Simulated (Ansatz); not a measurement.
Au2S, relaxed as a triplet with UKS PBE-D4/def2-TZVP in Ansatz, starting from the PBE-D4/def2-TZVP geometry of the neutral singlet. Force threshold 0.02 eV/Å.

In the def2 sets Au takes a core potential; there is no spin–orbit coupling. At PBE-D4/def2-TZVP a singlet of charge 0 lies 1.08 eV below the triplet, each at its own geometry. The structure comes from a short search, and lower isomers may exist.

Start:

Cartesian coordinates in Å:
```
Au 0.951 1.270 -0.592
Au -0.935 -0.532 1.309
S -0.017 -0.739 -0.716
```

Estimate the energy that the relaxation releases and the steps that it takes.

0.20 eV, in 6 steps; 7.5 s on 4 threads of Arm Neoverse V1 on a shared host. No frequencies were taken in this run, so the end may be a saddle point.

Does the start keep its bonding and symmetry?

By distances, no bond broke or formed. The bond that changes most is Au1–S3, from 2.23 to 2.25 Å (atoms count from 1). Point group C2v at the start, C2v at the end, both within 0.05 Å.

Predict the relaxed structure.


```xyz
3

Au    1.1756    1.3622   -0.9425
Au   -1.1647   -0.8735    1.4165
S    -0.0110   -0.4886   -0.4740
```
Bond lengths (bridged metal pairs left out): 2 × Au–S 2.25 Å.
